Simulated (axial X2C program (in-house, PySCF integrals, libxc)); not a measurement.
**Bond lengths and stretching modes, held linear, of NAsN**

Computed with an axial X2C code built on PySCF integrals: two-component X2C with atomic mean-field Coulomb and Gaunt terms, Gaussian nuclei, basis N dyall-av3z, As dyall-v3z with contracted cores. Spin-free rows use the one-electron spin-free X2C Hamiltonian.

Masses N 14.003, As 74.922, N 14.003 u. States: 2c Ω = 1/2 (beyond evenly filled blocks: ω = 1/2); spin-free M_S = 1/2, Λ = 1 (beyond evenly filled blocks: π+α, π+β, π-α).

LDA, 2c: energies above the lowest point

| r(N–As) (Å) | r(As–N) (Å) | E (meV) |
| --- | --- | --- |
| 1.6136 | 1.6136 | 87.16 |
| 1.6136 | 1.6550 | 38.98 |
| 1.6136 | 1.6964 | 51.58 |
| 1.6550 | 1.6136 | 38.98 |
| 1.6550 | 1.6550 | 0.00 |
| 1.6550 | 1.6964 | 21.70 |
| 1.6550 | 1.7378 | 89.55 |
| 1.6964 | 1.6136 | 51.58 |
| 1.6964 | 1.6550 | 21.70 |
| 1.6964 | 1.6964 | 52.58 |
| 1.7378 | 1.6550 | 89.55 |
| 1.7378 | 1.7378 | 215.51 |

Fit a quadratic surface with cubic terms in each bond: where is the minimum, and what are the two stretching wavenumbers?

At LDA, 2c: bonds 1.659 and 1.659 Å; harmonic stretches 881.2 and 884.7 cm⁻¹; force constants 5.55, 5.55 and coupling 0.85 mdyn/Å.

The other levels and Hamiltonians give:

```tsv
Hamiltonian	level	r(N–As) (Å)	r(As–N) (Å)	lower stretch (cm⁻¹)	upper stretch (cm⁻¹)
2c	PBE0	1.655	1.655	833.3	891.4
spin-free	PBE0	1.654	1.654	829.0	892.5
spin-free	LDA	1.658	1.658	881.6	884.4
```

Each state is one determinant, the lowest of a limited PBE0 search; the stretches come from a fit to these few points and carry an uncertainty of a few per cent. Other orders of the atoms were not compared. Left out for rough or failed fits: HF 2c, MP2 2c, HF spin-free, MP2 spin-free. The molecule was held linear; bending was not examined, so a bent shape may lie lower. Note: functional without a current term on a determinant with orbital currents, of the molecule or an atom.
